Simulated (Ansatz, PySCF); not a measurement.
Gas-phase reaction (SMILES): CF (CH3F) -> [CH3] (CH3) + F atom; the C-F bond at the site shown breaks (other sites are not compared here).

Geometries: B3LYP-D3(BJ)/def2-TZVP minima from Ansatz (an electronic-structure program). Correlated levels leave the core frozen unless marked. Open shells are spin-unrestricted. Spin-orbit coupling is left out. No relativistic terms. CBS marks a two-point X^-3 extrapolation of the correlation energy; Hartree-Fock from the larger set. Thermal terms are rigid-rotor harmonic-oscillator values from B3LYP-D3(BJ) frequencies (Ansatz or PySCF) at 298.15 K and 1 atm. 1 Eh = 627.5095 kcal/mol. Atoms have translation alone.

```
species      E, CCSD(T)/CBS(def2-TZVPPD,def2-QZVPPD) (Ansatz) (Eh)  E, PBE0-D4/def2-TZVPD (Ansatz + dftd4) (Eh)  H - E (Eh)
-----------  -----------------------------------------------------  -------------------------------------------  ----------
CF (CH3F)                                               -139.62857                                   -139.65620     0.04297
[CH3] (CH3)                                              -39.77884                                    -39.79966     0.03371
F atom                                                   -99.66662                                    -99.67703     0.00236
```

Problem. Work out ΔE and ΔH at 298.15 K at the first level, then ΔH at the second.

Solution. 
1. ΔE = [(-39.77884) + (-99.66662)] - [(-139.62857)] = 0.18311 Eh = 114.9 kcal/mol at CCSD(T)/CBS(def2-TZVPPD,def2-QZVPPD).
2. The terms H - E add up to -0.00690 Eh, so ΔH = (0.18311 + (-0.00690))×627.5095 = 110.6 kcal/mol.
3. At PBE0-D4/def2-TZVPD the same steps give ΔE = 112.6 and ΔH = 108.3 kcal/mol, a shift of -2.3 from the first level.
4. Tabulated enthalpies of formation (CF (CH3F) -56.5 kcal/mol, ATcT 1.112; [CH3] (CH3) 35.0 kcal/mol, ATcT 1.112; F atom 19.0 kcal/mol, ATcT 1.112) give ΔH = 110.5, so the errors are +0.1 and -2.2 kcal/mol; the tables hold anharmonic motion, scalar relativity, spin-orbit effects, which both levels lack, and core correlation, which the frozen-core level lacks.
